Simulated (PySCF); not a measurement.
## Two-component Hartree-Fock for Eu⁴⁺ (europium, charge +4)

Start: [Xe] 4f5; 4f5/2 filled at m_j = -3/2, -1/2, +1/2, +3/2, +5/2. Calculated with PySCF 2.14 in x2c-TZVPall-2c (11s11p10d4f1g, 131 functions): generalised Hartree-Fock with the X2C-1e Hamiltonian and a Gaussian nucleus; one run each with spin-orbit coupling (SO) switched off, then screened by Boettger's factors.

```csv
spinor shell,electrons,"ε, spin-free (eV)","ε, screened SO (eV)",weight of nominal j (screened SO),"rms radius, screened SO (bohr)"
1s1/2,2,-48813.2,-48804.5,1.000,0.0254
2s1/2,2,-8180.2,-8177.5,1.000,0.103
2p1/2,2,-7288.4,-7744.4,1.000,0.0881
2p3/2,4,-7288.4,-7092.1,1.000,0.0944
3s1/2,2,-1894.0,-1893.1,1.000,0.266
3p1/2,2,-1610.6,-1705.7,1.000,0.257
3p3/2,4,-1610.6,-1569.0,1.000,0.270
3d3/2,4,-1230.6,-1248.4,0.995,0.243
3d5/2,6,-1230.6,-1217.8,0.997,0.246
4s1/2,2,-442.15,-441.85,1.000,0.599
4p1/2,2,-345.76,-368.81,0.976,0.617
4p3/2,4,-345.76,-335.47,0.988,0.644
4d3/2,4,-207.79,-216.83,0.728,0.695
4d5/2,6,-207.79,-201.50,0.818,0.701
5s1/2,2,-100.44,-100.38,1.000,1.42
5p1/2,2,-72.549,-76.429,0.957,1.55
5p3/2,4,-72.549,-70.816,0.979,1.63
4f5/2,5,-67.516,-67.502,0.645,0.883
```

| quantity | spin-free | screened SO |
| --- | --- | --- |
| E (hartree) | -10833.83534 | -10840.45964 |
| M_J | 5/2 | 5/2 |
| ⟨J²⟩ | 13.760 | 12.986 |
| ⟨L²⟩ | 30.007 | 29.750 |
| ⟨S²⟩ | 8.753 | 8.652 |

The determinant has a definite M_J but mixes levels of different J.

Each row is a mean over spinors that exchange with the open shell spreads, by up to 10.008 eV (4d3/2).

Rows whose weight is well below 1 are mixtures of j = l ± 1/2: exchange outweighs spin-orbit coupling there, and the label is only the starting occupation.

Breit and QED terms are absent; they matter most for the inner s and p1/2 levels.

Densities and radii are taken from the X2C orbitals without a picture-change correction, which distorts them close to the nucleus.

Without spin-orbit coupling the j labels of p, d and f shells carry no meaning; the spin-free column gives the mean over the occupied spinors of each nl shell, and its ⟨J²⟩ belongs to a mixture of degenerate components.
